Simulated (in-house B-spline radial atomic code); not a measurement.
Cs⁺. Computed with a B-spline radial atomic code. Model: all-electron spherical atom, spin shells full or empty, radial basis limit, no spin-orbit coupling, Breit or QED, empty-state partial waves extrapolated as (l+1/2)^-4, RPA, G0W0 and static COHSEX of the highest shell as one setting changes (uncorrelated shells keep exact exchange).

Given: element Cs; charge 1; filled core Kr; hamiltonian one-electron scalar X2C; mean-field start PBE0; highest l of empty states 9; nuclear rms radius 4.8041 fm; highest mean-field shell 5p.

Shell: 4d 5 5, 5s 1 1, 5p 3 3 (electrons up and down).

```csv
lowest nl shells left uncorrelated,RPA correlation energy (hartree),G0W0 level (eV),G0W0 minus most complete (meV),COHSEX level (eV),linearised minus solved G0W0 (meV)
0,-4.198,-23.811,0,-26.21,-17.5
1,-4.0159,-23.811,0.4,-26.21,-17.5
2,-3.8197,-23.811,0.4,-26.211,-17.5
3,?,?,?,?,?
4,-3.0752,-23.809,2.2,-26.208,-17.5
5,-2.5371,-23.813,-1.7,-26.218,-17.5
6,-1.6683,-23.782,29.1,-26.161,-17.2
7,-1.5123,-23.784,26.6,-26.166,-17.2
8,?,?,?,?,?
9,-0.3209,-23.484,327.2,-25.642,-14.6
10,-0.21814,-23.798,12.9,-25.89,-15.8
```

What follows for lowest nl shells left uncorrelated = 3?

RPA correlation energy -3.256 hartree; G0W0 level -23.809 eV; G0W0 minus most complete 2.3 meV; COHSEX level -26.207 eV; linearised minus solved G0W0 -17.5 meV.

What follows for lowest nl shells left uncorrelated = 8?

RPA correlation energy -1.0653 hartree; G0W0 level -23.795 eV; G0W0 minus most complete 16.5 meV; COHSEX level -26.182 eV; linearised minus solved G0W0 -17.4 meV.
